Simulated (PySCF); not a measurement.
Spinor energies of Se³⁺ (selenium, charge +3)

Start: [Ar] 3d10 4s1 4p1 5s1; 4s1/2 filled at m_j = +1/2; 4p3/2 filled at m_j = +3/2; 5s1/2 filled at m_j = +1/2. Calculated with PySCF 2.14 in x2c-SVPall-2c with one added diffuse shell each of s, p, d type (6s7p4d, 47 functions): generalised Hartree-Fock with the X2C-1e Hamiltonian and a Gaussian nucleus; one run each with spin-orbit coupling (SO) switched off, then screened by Boettger's factors. This is a chosen level, not necessarily the ground level.

```
spinor shell  electrons  ε, spin-free (eV)  ε, screened SO (eV)  weight of nominal j (screened SO)  rms radius, screened SO (bohr)
       1s1/2          2           -12778.3             -12778.2                              1.000                          0.0508
       2s1/2          2            -1740.1              -1740.0                              1.000                           0.212
       2p1/2          2            -1531.4              -1560.1                              1.000                           0.187
       2p3/2          4            -1531.4              -1517.6                              1.000                           0.190
       3s1/2          2            -294.61              -294.64                              1.000                           0.613
       3p1/2          2            -226.88              -231.13                              0.997                           0.629
       3p3/2          4            -226.88              -224.88                              0.999                           0.638
       3d3/2          4            -114.69              -115.33                              0.922                           0.687
       3d5/2          6            -114.69              -114.32                              0.948                           0.689
       4s1/2          1            -61.982              -61.995                              1.000                            1.72
       4p3/2          1            -47.701              -47.494                              1.000                            1.96
       5s1/2          1            -23.240              -23.248                              0.998                            3.82
```

```
   quantity    spin-free  screened SO
E (hartree)  -2424.35122  -2424.43880
        M_J          5/2          5/2
       ⟨J²⟩        8.766        8.766
       ⟨L²⟩        2.015        2.017
       ⟨S²⟩        3.750        3.753
```

Each row is a mean over spinors that exchange with the open shell spreads, by up to 1.391 eV (3s1/2).

Without spin-orbit coupling the j labels of p, d and f shells carry no meaning; the spin-free column gives the mean over the occupied spinors of each nl shell.
